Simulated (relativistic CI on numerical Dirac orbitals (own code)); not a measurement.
Radial parameters of Mo25+

Calculated at this level of theory: Dirac-Coulomb-Breit CI, separate exchange-only KLI orbitals for each configuration, model QED (radiative potential, 1s self-energy scaled to tabulated hydrogen-like ionisation energies), unscaled Slater integrals (own radial code, finite nucleus).

Slater integrals F^k, G^k are unscaled and averaged over j, outside the closed core [Ne]; ζ comes from projecting the Hamiltonian with its Breit term on Σ l·s of the shell.

- 3s2 3p5: ζ(3p) = 125650 cm⁻¹; <r>(3p) = 0.3739, <r^2>(3p) = 0.1612 (bohr units).
- 3s2 3p4 3d: F^2(3p,3p) = 265600, ζ(3p) = 125460, F^2(3p,3d) = 266280, G^1(3p,3d) = 287420, G^3(3p,3d) = 191270, ζ(3d) = 15359 cm⁻¹; <r>(3p) = 0.3744, <r^2>(3p) = 0.1616, <r>(3d) = 0.3354, <r^2>(3d) = 0.1305 (bohr units).
- 3s 3p5 3d: G^1(3s,3p) = 337300, ζ(3p) = 125370, G^2(3s,3d) = 215930, F^2(3p,3d) = 266040, G^1(3p,3d) = 287300, G^3(3p,3d) = 191150, ζ(3d) = 15502 cm⁻¹; <r>(3s) = 0.3839, <r^2>(3s) = 0.1677, <r>(3p) = 0.3747, <r^2>(3p) = 0.1619, <r>(3d) = 0.3358, <r^2>(3d) = 0.1308 (bohr units).

Averages of the first 10 configurations, taken without configuration mixing, which lowers the lowest level and can move excited configurations by several eV; other configurations of the list can lie among them:

| Configuration | Parity | States | Average energy above the lowest level (eV) |
| --- | --- | --- | --- |
| 3s2 3p5 | odd | 6 | 14.9 |
| 3s 3p6 | even | 2 | 123.8 |
| 3s2 3p4 3d | even | 150 | 143.7 |
| 3s 3p5 3d | odd | 120 | 247.6 |
| 3p6 3d | even | 10 | 362.9 |
| 3s 3p4 3d2 | even | 1350 | 375.6 |
| 3s2 3p3 3d 4p | even | 1200 | 790.0 |
| 3p6 4s | even | 2 | 844.7 |
| 3s2 3p4 4s | even | 30 | 623.5 |
| 3s 3p4 3d 4s | even | 600 | 851.1 |
